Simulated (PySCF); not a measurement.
Shifts of the heteroatoms

Bonds (- single, = double, # triple, : aromatic): C1=C2 1.328 Å, C2-C3 1.483 Å, C3=O4 1.198 Å, C2-O5 1.399 Å, O5-C6 1.324 Å, C6-F7 1.325 Å, C6-F8 1.342 Å, C6-F9 1.342 Å. C1 carries H10, H11; C3 carries H12. H10 is cis to C3; H11 is trans to C3.

PySCF 2.14.0 with density-fitted response routines calculation with geometry: GFN2-xTB and σ from GIAO-PBE0/pcSseg-1; rapidly exchanging positions averaged, one conformer, in vacuum, non-relativistic.

(1) Predict the ¹⁹F NMR data.

(2) Where does ¹⁷O resonate?

Answers

(1) 
```tsv
atoms	environment	σ (ppm)	δ (ppm)
F7/F8/F9	fluorine of an OCF3 group	244.9	-60.3
```

Shieldings were converted by a linear fit to measured shifts: ¹⁹F: δ = 146.13 − 0.903σ +14.6 on sp3 carbon (rms 6.0 ppm, 223 shifts, 7.0 ppm with the 5 outliers that the fit left out vs CFCl3, solution or neat liquid). A few per cent of atoms miss by over 2 rms, more outside the fitted compound classes.

On a 300 MHz spectrometer ¹⁹F resonates near 282.3 MHz, so 1 ppm is 282.3 Hz.

(2) 
| atoms | environment | σ (ppm) | δ (ppm) |
| --- | --- | --- | --- |
| O4 | aldehyde oxygen | -339.9 | 576.3 |
| O5 | ether oxygen | 165.1 | 116.3 |

Shieldings were converted by a linear fit to measured shifts: ¹⁷O: δ = 266.70 − 0.911σ (rms 10.7 ppm, 155 shifts, 12.2 ppm with the 3 outliers that the fit left out vs liquid water, solution or neat liquid). A few per cent of atoms miss by over 2 rms, more outside the fitted compound classes.

On a 500 MHz spectrometer ¹⁷O resonates near 67.8 MHz, so 1 ppm is 67.8 Hz.
